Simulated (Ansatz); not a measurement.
Ansatz (an electronic-structure program) input (CCSD(T)/aug-cc-pVDZ):

Ansatz 0.2 input:
```yaml
crystal:
  periodic: [false, false, false]
  atoms:
    - {symbol: B, position_ang: [0.52031654, 0.04190274, -0.10572934]}
    - {symbol: F, position_ang: [0.61068274, -1.27556677, -0.29443230]}
    - {symbol: F, position_ang: [1.62455573, 0.76129983, -0.24919047]}
    - {symbol: O, position_ang: [-0.62519190, 0.65580127, 0.21811235]}
    - {symbol: C, position_ang: [-1.86169716, -0.03779684, 0.39266633]}
    - {symbol: H, position_ang: [-2.22241848, 0.15458989, 1.40236818]}
    - {symbol: H, position_ang: [-2.58033166, 0.35559362, -0.32539917]}
    - {symbol: H, position_ang: [-1.74426047, -1.11092371, 0.24338601]}
basis:
  gaussian:
    orbitals: aug-cc-pVDZ
magnetization: {spin_polarized: false}
correlation: {method: ccsd_t, electrons: outside_noble_gas}
output: {forces: true}
```

End of the output:

```
mean field evaluation 8: about -9204.2609 eV, gradient 2.2e-1 eV
mean field evaluation 16: about -9200.9448 eV, gradient 4.1e1 eV
mean field -9204.26103864 eV, -338.2503542977 hartree, gradient 1.9e-6 eV, S^2 0.000000; 0 other end points of the search recorded, 0 dependent functions left out
5 core orbitals not correlated
reference -9204.26103864 eV, -338.2503542977 hartree; 15, 15 occupied and 122, 122 virtual orbitals, 1356 factors
densities: 2.09 GiB planned
second order -22.43603296 eV of doubles, -0.00000000 eV of singles
coupled cluster: 1.17 GiB planned
cycle   1  -22.47991788 eV  change   -4.4e-2 eV  update   1.1e-1
cycle   2  -22.97673177 eV  change   -5.0e-1 eV  update   2.9e-2
cycle   3  -23.09989921 eV  change   -1.2e-1 eV  update   1.5e-2
cycle   4  -23.09059909 eV  change    9.3e-3 eV  update   2.9e-3
cycle   5  -23.08840596 eV  change    2.2e-3 eV  update   1.1e-3
cycle   6  -23.08905566 eV  change   -6.5e-4 eV  update   3.4e-4
cycle   7  -23.08899093 eV  change    6.5e-5 eV  update   1.1e-4
cycle   8  -23.08890261 eV  change    8.8e-5 eV  update   4.0e-5
cycle   9  -23.08890858 eV  change   -6.0e-6 eV  update   1.6e-5
cycle  10  -23.08891943 eV  change   -1.1e-5 eV  update   5.4e-6
perturbative correction -0.61837753 eV, -0.0227249551 hartree
the calculation of the forces begins
Total energy: -9227.96833559 eV, -339.1215813914 hartree
Atom 0 at     0.520317     0.041903    -0.105729 Å, force    -0.382375     0.008742     0.082512 eV/Å
Atom 1 at     0.610683    -1.275567    -0.294432 Å, force     0.068329    -1.043791    -0.148531 eV/Å
Atom 2 at     1.624556     0.761300    -0.249190 Å, force     0.877740     0.583541    -0.112634 eV/Å
Atom 3 at    -0.625192     0.655801     0.218112 Å, force    -0.212374     0.778439     0.146332 eV/Å
Atom 4 at    -1.861697    -0.037797     0.392666 Å, force     0.009732    -0.108443    -0.017497 eV/Å
Atom 5 at    -2.222418     0.154590     1.402368 Å, force    -0.135969     0.082886     0.427088 eV/Å
Atom 6 at    -2.580332     0.355594    -0.325399 Å, force    -0.288819     0.168560    -0.309394 eV/Å
Atom 7 at    -1.744260    -1.110924     0.243386 Å, force     0.063736    -0.469933    -0.067876 eV/Å
Dipole moment:    -0.485029    -0.122514     0.087772 e Å
```
